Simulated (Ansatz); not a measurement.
Reaction (redistribution): `CO[Si](F)(F)S` + `CS[Si](F)(F)Cl` → `CO[Si](F)(F)SC` + `F[Si](F)(S)Cl`

Program: Ansatz. Geometries: PBE0-D4/def2-TZVP. ΔE: electronic, gas phase. CCSD(T)/CBS is the MP2 limit (def2-TZVPP, def2-QZVPP) plus CCSD(T) − MP2 in def2-TZVPP, frozen cores. One conformer a species, not always the lowest.

| species | MP2/def2-QZVPP energy (Eh) |
| --- | --- |
| `CO[Si](F)(F)S` | -1002.12718 |
| `CS[Si](F)(F)Cl` | -1386.12833 |
| `CO[Si](F)(F)SC` | -1041.35822 |
| `F[Si](F)(S)Cl` | -1346.89651 |

(1) Work out ΔE.

Largest T1 diagnostic among the species: 0.012.

Results:

(1) ΔE = (-1041.35822) + (-1346.89651) − (-1002.12718) − (-1386.12833) = 0.00078 Eh = +2.0 kJ/mol. CCSD(T)/CBS gives +2.0 kJ/mol.
